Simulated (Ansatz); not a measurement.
Relaxation of C3H7BO (12 atoms, charge 0, multiplicity 1), to a largest force component of 0.02 eV/Å in at most 50 steps.

All numbers below come from Ansatz, RHF/def2-SVP.

```xyz
12
Properties=species:S:1:pos:R:3
C -1.486 -0.492 0.059
C -0.322 -0.666 -0.847
B 0.831 0.327 -0.469
C 1.784 0.830 0.770
O 1.329 1.717 -0.195
H -2.342 -1.133 -0.252
H -1.248 -0.638 1.115
H -1.875 0.609 -0.063
H -0.596 -0.468 -1.863
H 0.041 -1.708 -0.718
H 1.145 0.955 1.746
H 2.816 0.612 0.751
```

Where does it end, and by what steps?

The forces met the threshold. After 25 steps the energy has fallen by 1.711 eV; H11 moved furthest, 1.18 Å.

| step | energy less start (eV) | largest force component (eV/Å) | accepted |
| --- | --- | --- | --- |
| 0 | 0.0000 | 4.989 | yes |
| 1 | -1.3177 | 3.217 | yes |
| 2 | -1.6173 | 1.409 | yes |
| 3 | -1.6664 | 0.289 | yes |
| 4 | -1.6219 | 0.789 | no |
| 5 | -1.6772 | 0.091 | yes |
| 6 | -1.6845 | 0.074 | yes |
| 7 | -1.6893 | 0.142 | yes |
| 8 | -1.6792 | 0.784 | no |
| 9 | -1.6933 | 0.049 | yes |
| 10 | -1.6971 | 0.072 | yes |
| 11 | -1.6916 | 0.545 | no |
| 12 | -1.6985 | 0.143 | yes |
| 13 | -1.7017 | 0.137 | yes |
| 14 | -1.7034 | 0.143 | yes |
| 15 | -1.7054 | 0.116 | yes |
| 16 | -1.7071 | 0.143 | yes |
| 17 | -1.7083 | 0.128 | yes |
| 18 | -1.7093 | 0.102 | yes |
| 19 | -1.7102 | 0.085 | yes |
| 20 | -1.7106 | 0.071 | yes |
| 21 | -1.7109 | 0.051 | yes |
| 22 | -1.7111 | 0.033 | yes |
| 23 | -1.7112 | 0.047 | yes |
| 24 | -1.7112 | 0.032 | yes |
| 25 | -1.7113 | 0.010 | yes |

```xyz
12
Properties=species:S:1:pos:R:3
C -1.601 -0.640 0.092
C -0.391 -0.453 -0.826
B 0.817 0.326 -0.209
C 1.720 0.937 0.848
O 1.921 0.924 -0.605
H -2.389 -1.213 -0.400
H -1.328 -1.170 1.006
H -2.029 0.320 0.388
H -0.679 0.046 -1.757
H 0.003 -1.429 -1.136
H 1.565 1.934 1.247
H 2.469 0.362 1.385
```

The run took 61 s on 2 threads of Intel(R) Xeon(R) Platinum 8259CL CPU @ 2.50GHz (Skylake/Cascade Lake) (shared host), peak memory 0.22 GiB.
